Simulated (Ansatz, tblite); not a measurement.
Forces on the cluster Cs₃I₂⁺ at its r2SCAN-D4/def2-SVP geometry. Total charge 1; singlet.

In the def2 sets Cs, I take a core potential; there is no spin–orbit coupling. The xTB rows come from tblite. The structure comes from a short search, and lower isomers may exist.

GFN1-xTB (tblite), largest force 0.12 eV/Å:

```xyz
5
positions Å, forces eV/Å
Cs    2.040    0.423   -2.175   -0.019   -0.003    0.020
Cs   -1.773   -2.430   -0.054    0.016    0.021    0.000
Cs   -0.268    2.005    2.229    0.003   -0.018   -0.020
I    -1.497    1.119   -1.185   -0.080    0.060   -0.064
I     1.499   -1.118    1.185    0.080   -0.060    0.064
```

GFN2-xTB (tblite), largest force 0.29 eV/Å:

```
Cs -0.012 -0.002 0.013
Cs 0.010 0.013 0.000
Cs 0.002 -0.011 -0.013
I 0.195 -0.146 0.154
I -0.196 0.146 -0.154
```

PBE-D4/def2-TZVP (Ansatz), largest force 0.10 eV/Å:

```
Cs -0.070 -0.014 0.075
Cs 0.060 0.081 0.002
Cs 0.011 -0.068 -0.076
I 0.056 -0.041 0.043
I -0.056 0.042 -0.043
```
